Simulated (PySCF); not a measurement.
# How methods differ on the ionisation energy of Tc⁺

Tc⁺ [Kr] 4d5 5s1 (7S) → Tc²⁺ [Kr] 4d5 (6S), as a difference of total energies. All numbers are calculated (PySCF 2.14, scalar relativity through the core potential, in cc-pVDZ-PP with ECP28MDF). Correlated levels: valence: 4s2 4p6 frozen. The calculations carry no spin-orbit coupling.

```
           method  ionisation energy (eV)  difference from reference (eV)
              UHF                  14.204                          -1.056
              LDA                  15.907                          +0.647
           r2SCAN                  15.579                          +0.319
    MP2 (valence)                  14.654                          -0.606
SCS-MP2 (valence)                  14.354                          -0.906
```

Reference: 15.26 eV (semi-empirical (NIST evaluation); NIST Atomic Spectra Database, ionization energies).

Errors of the correlated levels include the incompleteness of this basis and the frozen core.
